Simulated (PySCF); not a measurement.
Si(Cl)2(OH)(SH) (Cl₂H₂OSSi), SMILES O[Si](S)(Cl)Cl.

Geometry: PBE0-D3(BJ)/def2-SVP. This is a generated structure with no PubChem entry under its InChIKey; it may be hypothetical. The values are those of a single conformer.

Two levels are set side by side: TDA-PBE/def2-SVPD (PySCF) and TDA-PBE0/def2-SVPD (PySCF). Vertical, same geometry. The lowest singlet is HOMO→LUMO 98 % with PBE and HOMO→LUMO+1 59 %, HOMO→LUMO 37 % with the other functional; states are paired by order. Differences are taken from unrounded values.

| quantity | TDA-PBE0 | TDA-PBE | TDA-PBE minus TDA-PBE0 |
|---|---|---|---|
| lowest singlet excitation (eV) | 6.28 | 5.66 | -0.62 |
| lowest triplet excitation (TDA) (eV) | 5.81 | 5.37 | -0.45 |
| first bright state (f over 0.05) (eV) | 8.11 | 7.25 | -0.86 |
| its oscillator strength | 0.18 | 0.06 | -0.12 |

A lower first singlet is the usual sign of a functional without exact exchange. Differences between two approximate levels are no errors against the true value.

Rough cost on one machine, each run with all the roots and properties that it gave: TDA-PBE0 against TDA-PBE about 3 times.
